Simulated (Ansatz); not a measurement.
System: sum formula Si₂NHCl₆, net charge 0, singlet state. 
Geometry from a B3LYP-D3(BJ)/def2-TZVP (Ansatz, a program for electronic structure) optimisation:
SMILES: Cl[Si](Cl)(N[Si](Cl)(Cl)Cl)Cl
```xyz
10

Cl    -2.8244    -1.4127    -1.0543
Si    -1.4955     0.0100    -0.4415
Cl    -1.8720     0.5671     1.4797
Cl    -1.7160     1.6509    -1.6318
N      0.0681    -0.6670    -0.5483
Si     1.5197    -0.2475     0.2462
Cl     3.0655    -0.9488    -0.8870
Cl     1.6329     1.7750     0.4457
Cl     1.6573    -1.0762     2.1043
H      0.1477    -1.4467    -1.1893
```
Charge 0, spin multiplicity 1.

Computed values are from Ansatz. Correlated levels leave the core frozen unless marked. UHF or UKS for open shells. No spin-orbit coupling. Non-relativistic. CBS(X,Y): correlation extrapolated as X^-3; Hartree-Fock from the larger set. [CCSD(T)-MP2]/basis is that difference in the basis named.

Q: What is the atomisation energy De at RI-MP2/CBS(aug-cc-pV(T+d)Z,aug-cc-pV(Q+d)Z)+[CCSD(T)-MP2]/aug-cc-pV(T+d)Z?

A: 849.7 kcal/mol.

Q: What is the total energy at RI-MP2/CBS(aug-cc-pV(T+d)Z,aug-cc-pV(Q+d)Z)+[CCSD(T)-MP2]/aug-cc-pV(T+d)Z?

A: -3392.5123 Eh.

Q: What is the T1 diagnostic at CCSD/aug-cc-pV(T+d)Z?

A: 0.010.

Q: What is the dipole moment at CCSD(T)/aug-cc-pV(D+d)Z?

A: 1.21 D.
